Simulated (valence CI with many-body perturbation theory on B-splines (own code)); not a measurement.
**Lu⁶⁵⁺: electric-dipole lines**

Calculated by relativistic CI+MBPT: four valence electrons over a frozen Dirac-Fock core [He], a basis of 11 s, 11 p, 10 d, 8 f, 5 g, 2 h functions for each j, with the one-electron correlation potential Σ1 (screened to all orders), the two-electron term Σ2, the three-electron term Σ3, Breit, model QED; selected single and double excitations, second order for the rest, scaled by the run's own slope (own B-spline code, finite nucleus).

The last digits are not significant, and no measured levels were compared; by estimate large intervals hold to a few tenths of a per cent, small ones and those within an open d or f shell to about a per cent. Among the levels kept, up to 1100 cm⁻¹ of a level comes from second order outside the variational space, and about a tenth of that is noise between levels of different J, which matters for small intervals.

Lines 51 to 100 of 572 in falling wavelength, among levels below 12964 eV, chosen from the strongest by gf and those to the six lowest levels. Wavelengths and rates use the calculated energies. Electric multipoles are in the length gauge with retardation, E1 and E2 with the static RPA response of the core. Weak lines are less certain than strong ones. Lines between different terms over intervals too small for the method are left out, as are lines whose strength nearly cancels. The highest levels of a list are the least certain.

Levels are named by their leading jj configuration (3d3/2^4 stands for four electrons in 3d with j = 3/2), which in mixed levels can hold well under half, so a name can repeat and another be missing. Letters in brackets count levels of one name in rising energy.

```csv
λ vac (nm),Upper,Lower,A (s⁻¹),S (a.u.)
3.011,(2s 2p3/2^2 3p3/2) J=3 [a],(2s 2p3/2^2 3s) J=2 [a],3.53e+11,3.33e-02
2.997,(2p1/2 2p3/2^2 3p3/2) J=1 [a],(2p1/2 2p3/2^2 3s) J=2 [b],4.78e+11,1.91e-02
2.984,(2s 2p3/2^2 3d3/2) J=3 [b],(2s 2p3/2^2 3p1/2) J=2 [b],3.27e+11,3.00e-02
2.972,(2s 2p3/2^2 3p3/2) J=1 [b],(2s 2p3/2^2 3s) J=0,5.37e+11,2.09e-02
2.965,(2s 2p1/2 2p3/2 3d3/2) J=2 [a],(2s 2p1/2 2p3/2 3p1/2) J=2 [a],2.86e+11,1.84e-02
2.961,(2s 2p1/2 2p3/2 3d3/2) J=2 [c],(2s 2p1/2 2p3/2 3p1/2) J=1 [b],2.41e+11,1.54e-02
2.961,(2s 2p1/2 2p3/2 3d3/2) J=1 [b],(2s 2p1/2 2p3/2 3p1/2) J=2 [b],5.59e+11,2.15e-02
2.960,(2s^2 2p3/2 3d3/2) J=2,(2s^2 2p3/2 3p1/2) J=2,2.71e+11,1.74e-02
2.959,(2p1/2 2p3/2^2 3p3/2) J=3 [b],(2p1/2 2p3/2^2 3s) J=2 [b],3.40e+11,3.04e-02
2.957,(2s 2p3/2^2 3d3/2) J=2 [b],(2s 2p3/2^2 3p1/2) J=1 [b],3.40e+11,2.17e-02
2.952,(2s 2p1/2 2p3/2 3p3/2) J=1 [a],(2s 2p1/2 2p3/2 3s) J=1 [a],6.65e+11,2.53e-02
2.947,(2s 2p1/2^2 3p3/2) J=1,(2s 2p1/2^2 3s) J=0,5.67e+11,2.15e-02
2.946,(2s^2 2p3/2 3d3/2) J=2,(2s^2 2p3/2 3p1/2) J=1,2.86e+11,1.80e-02
2.945,(2p1/2 2p3/2^2 3p3/2) J=2 [a],(2p1/2 2p3/2^2 3s) J=1 [a],3.27e+11,2.06e-02
2.945,(2p1/2^2 2p3/2 3d3/2) J=2,(2p1/2^2 2p3/2 3p1/2) J=2,2.47e+11,1.56e-02
2.940,(2s 2p3/2^2 3d3/2) J=3 [a],(2s 2p3/2^2 3p1/2) J=3,3.38e+11,2.97e-02
2.938,(2s 2p1/2^2 3d3/2) J=1,(2s 2p1/2^2 3p1/2) J=0,3.88e+11,1.46e-02
2.935,(2p1/2^2 2p3/2 3d3/2) J=2,(2p1/2^2 2p3/2 3p1/2) J=1,2.65e+11,1.65e-02
2.934,(2s 2p3/2^2 3d3/2) J=2 [a],(2s 2p3/2^2 3p1/2) J=2 [a],4.79e+11,2.98e-02
2.926,(2s 2p3/2^2 3p3/2) J=1 [a],(2s 2p3/2^2 3s) J=2 [a],8.88e+11,3.29e-02
2.925,(2p1/2 2p3/2^2 3d3/2) J=2 [a],(2p1/2 2p3/2^2 3p1/2) J=2 [a],2.81e+11,1.74e-02
2.923,(2s 2p3/2^2 3d3/2) J=3 [a],(2s 2p3/2^2 3p1/2) J=2 [a],2.53e+11,2.18e-02
2.920,(2s 2p3/2^2 3d3/2) J=4,(2s 2p3/2^2 3p1/2) J=3,5.76e+11,6.36e-02
2.915,(2s 2p3/2^2 3p3/2) J=3 [b],(2s 2p3/2^2 3s) J=2 [b],9.02e+11,7.71e-02
2.914,(2s 2p3/2^2 3d3/2) J=2 [c],(2s 2p3/2^2 3p1/2) J=2 [b],2.41e+11,1.47e-02
2.909,(2s 2p3/2^2 3d3/2) J=1 [a],(2s 2p3/2^2 3p1/2) J=2 [a],6.46e+11,2.35e-02
2.907,(2s 2p1/2 2p3/2 3d3/2) J=3 [c],(2s 2p1/2 2p3/2 3p1/2) J=2 [c],5.61e+11,4.76e-02
2.904,(2s^2 2p3/2 3p3/2) J=1,(2s^2 2p3/2 3s) J=1,7.20e+11,2.61e-02
2.904,(2s^2 2p3/2 3d3/2) J=3,(2s^2 2p3/2 3p1/2) J=2,5.86e+11,4.95e-02
2.902,(2p1/2 2p3/2^2 3d3/2) J=4,(2p1/2 2p3/2^2 3p1/2) J=3,5.72e+11,6.21e-02
2.901,(2s 2p3/2^2 3d3/2) J=2 [c],(2s 2p3/2^2 3p1/2) J=1 [a],2.39e+11,1.44e-02
2.899,(2s 2p1/2 2p3/2 3d3/2) J=3 [a],(2s 2p1/2 2p3/2 3p1/2) J=2 [a],5.28e+11,4.45e-02
2.898,(2p1/2^2 2p3/2 3p3/2) J=1,(2p1/2^2 2p3/2 3s) J=1,5.45e+11,1.96e-02
2.898,(2s 2p1/2 2p3/2 3p3/2) J=2 [b],(2s 2p1/2 2p3/2 3s) J=2 [b],5.87e+11,3.53e-02
2.898,(2p1/2 2p3/2^2 3p3/2) J=3 [a],(2p1/2 2p3/2^2 3s) J=2 [a],8.77e+11,7.37e-02
2.893,(2s^2 2p1/2 3d3/2) J=2,(2s^2 2p1/2 3p1/2) J=1,5.83e+11,3.48e-02
2.893,(2s 2p1/2^2 3d3/2) J=2,(2s 2p1/2^2 3p1/2) J=1,5.67e+11,3.39e-02
2.893,(2s 2p1/2 2p3/2 3d3/2) J=1 [c],(2s 2p1/2 2p3/2 3p1/2) J=0,3.05e+11,1.09e-02
2.892,(2p1/2^2 2p3/2 3d3/2) J=3,(2p1/2^2 2p3/2 3p1/2) J=2,5.48e+11,4.58e-02
2.891,(2s 2p1/2 2p3/2 3d3/2) J=2 [a],(2s 2p1/2 2p3/2 3p1/2) J=1 [a],2.94e+11,1.75e-02
2.890,(2s 2p1/2 2p3/2 3d3/2) J=4,(2s 2p1/2 2p3/2 3p1/2) J=3,5.60e+11,6.00e-02
2.885,(2p1/2 2p3/2^2 3d3/2) J=3 [a],(2p1/2 2p3/2^2 3p1/2) J=2 [a],5.09e+11,4.22e-02
2.884,(2s 2p1/2 2p3/2 3p3/2) J=3 [c],(2s 2p1/2 2p3/2 3s) J=2 [c],7.72e+11,6.40e-02
2.884,(2p1/2 2p3/2^2 3p3/2) J=3 [b],(2p1/2 2p3/2^2 3s) J=3,4.37e+11,3.62e-02
2.882,(2p1/2 2p3/2^2 3d3/2) J=1 [a],(2p1/2 2p3/2^2 3p1/2) J=1 [a],4.78e+11,1.69e-02
2.878,(2s 2p1/2 2p3/2 3p3/2) J=2 [c],(2s 2p1/2 2p3/2 3s) J=1 [c],7.75e+11,4.56e-02
2.877,(2p1/2 2p3/2^2 3p3/2) J=4,(2p1/2 2p3/2^2 3s) J=3,7.84e+11,8.30e-02
2.874,(2s 2p1/2 2p3/2 3d3/2) J=1 [a],(2s 2p1/2 2p3/2 3p1/2) J=1 [a],5.15e+11,1.81e-02
2.873,(2p1/2 2p3/2^2 3p3/2) J=2 [a],(2p1/2 2p3/2^2 3s) J=2 [a],3.52e+11,2.06e-02
2.872,(2p1/2 2p3/2^2 3d3/2) J=2 [a],(2p1/2 2p3/2^2 3p1/2) J=1 [a],2.67e+11,1.56e-02
```
